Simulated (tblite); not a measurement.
C6H11O2 (doublet state).
Atom-mapped SMILES: `[CH3:1][O:2][C@H:3]1[CH:4][CH2:5][CH2:6][CH2:7][O:8]1` (hydrogens: H9, H10, H11 on C1; H12 on C3; H13 on C4; H14, H15 on C5; H16, H17 on C6; H18, H19 on C7)

Cartesian coordinates in Å at the GFN2-xTB level; atoms count from 1:
```xyz
19
C6H11O2 angstrom
C      2.657   -0.636   -0.214
O      1.425   -0.258   -0.783
C      0.720    0.722   -0.027
C     -0.411    1.201   -0.861
C     -1.675    0.436   -0.868
C     -1.989   -0.088    0.538
C     -0.731   -0.730    1.116
O      0.321    0.213    1.219
H      2.523   -1.012    0.804
H      3.056   -1.424   -0.851
H      3.352    0.211   -0.193
H      1.412    1.547    0.218
H     -0.208    1.940   -1.614
H     -1.570   -0.431   -1.541
H     -2.494    1.046   -1.256
H     -2.285    0.745    1.177
H     -2.800   -0.816    0.510
H     -0.899   -1.087    2.134
H     -0.414   -1.570    0.483
```

Level: GFN2-xTB in tblite, geometry and Hessian alike; calculated harmonic values, unscaled, isolated species. Against measured fundamentals such values can be off by several per cent, at times by over 20. One conformer, not necessarily the lowest. Open shells enter through the occupations alone, without spin polarisation, and single modes of such species can be off by tens of per cent.

Harmonic wavenumbers (cm⁻¹): 68.2, 106.6, 146.1, 190.9, 233.6, 286.8, 320.4, 416.8, 468.1, 519.0, 575.7, 705.0, 856.1, 881.4, 895.5, 924.4, 946.2, 978.2, 1044.8, 1063.5, 1075.5, 1079.5, 1134.7, 1143.6, 1147.6, 1160.2, 1192.8, 1233.8, 1285.4, 1301.1, 1306.5, 1327.9, 1329.2, 1344.4, 1393.5, 1440.1, 1457.9, 1460.3, 1473.1, 1485.9, 2824.2, 2825.6, 2892.3, 2909.6, 2945.8, 2963.1, 2974.5, 2991.8, 2998.1, 3019.4, 3133.1.

A = 3803, B = 1651, C = 1366 MHz; mass 115.076 u (most abundant isotopes); point group C1, symmetry number 1; spin multiplicity 2.

What is the zero-point energy?

Half the sum of the wavenumbers: 34939 cm⁻¹ = 99.89 kcal/mol.

What is S at 298.15 K and 1 bar for an ideal gas of classical rigid rotors and harmonic oscillators?

Translation 40.16, rotation 28.02, vibration 21.80, spin (R ln 2) 1.38: S = 91.4 cal/(mol K).

And Cp and H(298.15 K) − H(0)?

Cp = 33.50 cal/(mol K), of which vibrations give 25.55 (their classical limit is 51 R = 101.3); H(298.15 K) − H(0) = 5.99 kcal/mol without the zero-point energy, 3.62 from vibrations.

How do the functions run with temperature in this model?

| T (K) | S (cal/(mol K)) | Cp (cal/(mol K)) | H − H(0) (kcal/mol) | G − H(0) (kcal/mol) | ln q(vib) |
| --- | --- | --- | --- | --- | --- |
| 150 | 73.6 | 20.2 | 2.06 | -8.99 | 1.91 |
| 250 | 85.9 | 28.7 | 4.49 | -16.98 | 3.89 |
| 400 | 102.7 | 43.9 | 9.93 | -31.13 | 6.99 |
| 600 | 123.8 | 60.7 | 20.48 | -53.81 | 11.33 |
| 900 | 151.8 | 76.9 | 41.33 | -95.27 | 17.85 |

q(vib) and H(0) count from the zero-point level.

What must be added to the electronic energy to get the Gibbs energy at 298.15 K and 1 bar?

ZPE + [H(298.15 K) − H(0)] − T·S = 99.89 + 5.99 − 27.24 = 78.64 kcal/mol.

Which modes carry the vibrational entropy at 298.15 K?

68.2 cm⁻¹: 4.20; 106.6 cm⁻¹: 3.33; 146.1 cm⁻¹: 2.72; 190.9 cm⁻¹: 2.22; 233.6 cm⁻¹: 1.85; 286.8 cm⁻¹: 1.49 cal/(mol K); the other 45 give 5.98 together.

Blend soft modes into free rotors: weight 1/[1 + (100 cm⁻¹/ν̃)⁴] for the oscillator and the rest for a rotor with moment μB/(μ + B), μ = h/(8π²ν), B = 10⁻⁴⁴ kg m². What vibrational entropy results?

20.74 cal/(mol K) in place of 21.80, which changes −T·S at 298.15 K by +0.32 kcal/mol.

Hindered rotation and anharmonicity are outside this model. Other conformers, if any are populated, would add a mixing term that is left out. The structure is chiral; the term R ln 2 for an equal mix with its mirror image is left out.
